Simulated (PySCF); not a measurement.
Compounds:

A. SMILES CO[C@H](C)OC(C)=O
B. `C1(CC)=CC(CF)=C2C(=C1)C2`
C. `C1=CC(OC=O)=C[SiH2]1`

Spectrum 1. 1H NMR (400 MHz, computed): δ 7.49 (m, 1H), 7.29 (s, 1H), 6.03 (m, 2H), 3.45 (s, 2H), 2.76 (q, 2H), 1.21 (t, 3H). 13C{1H} NMR (computed): δ 154.5 (C), 134.2 (C), 131.4 (C), 128.5 (CH), 123.9 (C), 117.1 (CH), 86.2 (CH2), 35.4 (CH2), 23.5 (CH2), 22.9 (CH3).

Spectrum 2. 1H NMR (400 MHz, computed): δ 8.33 (s, 1H), 7.05 (d, 1H), 6.83 (t, 1H), 6.40 (m, 1H), 4.76 (m, 2H). 13C{1H} NMR (computed): δ 167.7 (C), 163.3 (CH), 155.0 (CH), 136.2 (CH), 111.2 (CH).

Spectrum 3. 1H NMR (400 MHz, computed): δ 6.25 (q, 1H), 3.56 (s, 3H), 2.14 (s, 3H), 1.35 (d, 3H). 13C{1H} NMR (computed): δ 176.7 (C), 97.3 (CH), 59.1 (CH3), 23.4 (CH3), 23.4 (CH3).

Theory: NMR shieldings at PBE0/pcSseg-1/GIAO, GFN2-xTB structure, in PySCF (equivalent nuclei averaged, non-relativistic, in vacuum, a single conformation).

δ = σ(ref) − σ, references computed at the same level: 1H and 13C vs TMS. Splittings of carbon signals by F and P are missing where no couplings were computed. Where no couplings were computed, multiplicities follow the n + 1 count of equivalent neighbours, and m marks all less simple cases (inequivalent or close neighbours, rings, F or P nearby). Shifts are as computed. Against solution values, carbons near 30 ppm lie about +3 ppm off and those near 130 ppm about +5 ppm. Of 1211 compounds with measured shifts, 218 miss one by over three times the rms of a fit or turn the order of signals round; such compounds aren't used in these exercises.

Q: Match each spectrum to its structure.

A: 1–B, 2–C, 3–A.

- Spectrum 1 (B): 10 13C signals; δC 128.5 is an aromatic CH; δC 86.2 is an sp3 CH2 bonded to F, on an aromatic ring.
- Spectrum 2 (C): 5 13C signals; δC 167.7 is an alkene carbon bearing oxygen; δC 163.3 is an ester carbonyl carbon.
- Spectrum 3 (A): 5 13C signals; δC 176.7 is an ester carbonyl carbon; δC 97.3 is an sp3 carbon bearing two oxygens.
